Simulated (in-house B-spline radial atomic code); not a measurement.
# RPA and G0W0 on wB97X: As

Configuration [Ar] 3d10 4s2 4p3, highest spin, mean-field start wB97X. Computed with an all-electron radial atomic-structure program (B-spline basis): all electrons, non-relativistic, point nucleus, each spin shell either full or empty, empty states to l = 9 with an (l + 1/2)⁻⁴ tail; G0W0 by contour deformation at full frequency.

Command:
```bash
python run_gw.py task.json out
```
Settings (radii: box in bohr, nucleus in fm):
```
Z                        33
electrons                33
configuration            [Ar] 3d10 4s2 4p3
hamiltonian              nr
method                   wb97x
lmax                     9
spin_polarised           True
box_radius               40
intervals                55
```

Run time, properties included: 5.6 s on 1 thread of Arm Neoverse N1, on a shared host.

Energies (hartree):

| term | value |
| --- | --- |
| mean-field total | -2235.89380 |
| Hartree-Fock functional on these orbitals | -2234.21987 |
| direct second order | -2.6573 |
| second-order exchange | 0.77271 |
| SOSEX correction | 0.70961 |

Task: What is the RPA correlation energy, and what remains with SOSEX?

Result: RPA gives -2.291 hartree (-1.89 eV per electron); RPA + SOSEX gives -1.5814, and the second-order doubles -1.8846 hartree (no singles). SOSEX takes back 31 % of the RPA value.

Quasi-particle levels (eV):

| level | occupied | mean field | Σx - vxc | Σc | QP weight | G0W0 |
| --- | --- | --- | --- | --- | --- | --- |
| 4p up | yes | -9.260 | -0.72 | ? | ? | ? |
| 4s down | yes | -16.324 | 1.40 | -1.57 | 0.926 | -16.498 |
| 4p down | no | -1.182 | 2.71 | -1.91 | 0.940 | -0.379 |

G0W0 = mean field + (Σx - vxc) + Σc, with Σc (partial-wave tail included) taken at the quasi-particle energy. Only the outer levels were computed. Levels of low weight are left out.

Task: Where does G0W0 put 4p up?

Result: At -10.264 eV, with Σc = -0.29 eV and a quasi-particle weight of 0.935. The tabulated removal energy is 9.789 eV (NIST, measured); the calculation leaves out relativity, Breit and QED terms, and what these don't explain is the method's own error.
